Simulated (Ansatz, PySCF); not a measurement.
The pair A = C2H4 (SMILES C=C) (first 6 atoms), B = GeH4 (SMILES [GeH4]); geometry from B3LYP-D3(BJ)/def2-TZVP.
(charge 0, multiplicity 1):
```xyz
11

C      0.37314     0.25876     0.06214
C     -0.34394    -0.83911     0.24960
H     -0.07468     1.17791    -0.29574
H      1.43727     0.28469     0.26315
H      0.10392    -1.75658     0.61181
H     -1.40889    -0.86497     0.05308
Ge    -0.01795     0.34726     3.80616
H     -0.02132     1.69754     3.07698
H      1.22984    -0.45371     3.40845
H     -1.28030    -0.44412     3.43828
H      0.00388     0.59054     5.32568
```

Frozen-core correlation. Filled d and f shells under p-block atoms count as core. Rows in 6-31G* carry no dispersion term and start afresh at each structure (6-31G* with six Cartesian d functions); the Pople sets are all-electron and without relativity. MP2/6-31G* freezes PySCF's default core, which leaves 3d correlated.

Programs: Ansatz (Gaussian basis) for Hartree–Fock, density functionals and correlated methods; PySCF for 6-31G* rows. Values without a source in brackets are computed.

Total energies (hartree), monomers frozen at their geometry in the pair:

```json
[
 {"structure": "AB", "PBE/def2-TZVPPD": "-2157.5610221", "MP2/6-31G*": "-2155.9246716", "CCSD(T)/aug-cc-pVDZ": "-2156.1664186"},
 {"structure": "A in the pair's basis", "PBE/def2-TZVPPD": "-78.5018712", "MP2/6-31G*": "-78.2869194", "CCSD(T)/aug-cc-pVDZ": "-78.3689722"},
 {"structure": "B in the pair's basis", "PBE/def2-TZVPPD": "-2079.0587946", "MP2/6-31G*": "-2077.6379397", "CCSD(T)/aug-cc-pVDZ": "-2077.7959025"},
 {"structure": "A", "PBE/def2-TZVPPD": "-78.5017840", "MP2/6-31G*": "-78.2848555", "CCSD(T)/aug-cc-pVDZ": "-78.3681506"},
 {"structure": "B", "PBE/def2-TZVPPD": "-2079.0586824", "MP2/6-31G*": "-2077.6376306", "CCSD(T)/aug-cc-pVDZ": "-2077.7952022"}
]
```

Problem. Work out the interaction energy without and with the counterpoise correction, and the superposition error, for each level.

Solution. 
E(AB) − E(A) − E(B), times 627.509 kcal/mol, with the monomers in their own basis and then in the pair's basis:
- PBE/def2-TZVPPD: -0.35 uncorrected, -0.22 corrected; the monomers gain 0.13 kcal/mol from borrowed functions
- MP2/6-31G*: -1.37 uncorrected, 0.12 corrected; the monomers gain 1.49 kcal/mol from borrowed functions
- CCSD(T)/aug-cc-pVDZ: -1.92 uncorrected, -0.97 corrected; the monomers gain 0.95 kcal/mol from borrowed functions

Ansatz is a quantum-chemistry and plane-wave program.
